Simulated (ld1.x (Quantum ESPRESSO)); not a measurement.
u(r) = r·R(r): atom against pseudo-atom (hydrogen)

Columns: radius, all-electron u(r) and pseudo u(r) of the 1s shell (level -6.49 eV) of hydrogen in the configuration 1s1; PBE, scalar-relativistic, TM scheme, ld1.x (Quantum ESPRESSO) 7.5.

```json
{"r (bohr)": "0.040", "all-electron": "0.0738", "pseudo": "0.0640"}
{"r (bohr)": "0.080", "all-electron": "0.1417", "pseudo": "0.1272"}
{"r (bohr)": "0.120", "all-electron": "0.2040", "pseudo": "0.1887"}
{"r (bohr)": "0.160", "all-electron": "0.2611", "pseudo": "0.2477"}
{"r (bohr)": "0.200", "all-electron": "0.3133", "pseudo": "0.3033"}
{"r (bohr)": "0.240", "all-electron": "0.3610", "pseudo": "0.3551"}
{"r (bohr)": "0.280", "all-electron": "0.4043", "pseudo": "0.4024"}
{"r (bohr)": "0.320", "all-electron": "0.4436", "pseudo": "0.4451"}
{"r (bohr)": "0.360", "all-electron": "0.4792", "pseudo": "0.4830"}
{"r (bohr)": "0.400", "all-electron": "0.5113", "pseudo": "0.5162"}
{"r (bohr)": "0.440", "all-electron": "0.5401", "pseudo": "0.5452"}
{"r (bohr)": "0.480", "all-electron": "0.5658", "pseudo": "0.5703"}
{"r (bohr)": "0.520", "all-electron": "0.5887", "pseudo": "0.5922"}
{"r (bohr)": "0.560", "all-electron": "0.6090", "pseudo": "0.6113"}
{"r (bohr)": "0.600", "all-electron": "0.6269", "pseudo": "0.6281"}
{"r (bohr)": "0.640", "all-electron": "0.6424", "pseudo": "0.6430"}
{"r (bohr)": "0.680", "all-electron": "0.6558", "pseudo": "0.6560"}
{"r (bohr)": "0.720", "all-electron": "0.6673", "pseudo": "0.6673"}
{"r (bohr)": "0.760", "all-electron": "0.6770", "pseudo": "0.6770"}
{"r (bohr)": "0.800", "all-electron": "0.6849", "pseudo": "0.6849"}
{"r (bohr)": "0.840", "all-electron": "0.6913", "pseudo": "0.6913"}
{"r (bohr)": "0.880", "all-electron": "0.6963", "pseudo": "0.6963"}
{"r (bohr)": "0.920", "all-electron": "0.6999", "pseudo": "0.6999"}
{"r (bohr)": "0.960", "all-electron": "0.7022", "pseudo": "0.7022"}
{"r (bohr)": "1.000", "all-electron": "0.7035", "pseudo": "0.7035"}
{"r (bohr)": "1.040", "all-electron": "0.7036", "pseudo": "0.7036"}
```

Q: How many radial nodes do the two functions have?

A: The all-electron 1s function has n − l − 1 = 0; the pseudo-wave has 0.

Q: At about which radius was the pseudo-wave matched?

A: 0.80 bohr. The columns agree to 0.0005 from 0.68 bohr on; several derivatives are matched, so the curves merge somewhat inside the radius.

Q: Is the pseudo-wave norm-conserving?

A: Yes: the TM scheme keeps the norm inside the radius equal to the all-electron one, which fixes the energy derivative of the logarithmic derivative at the level.
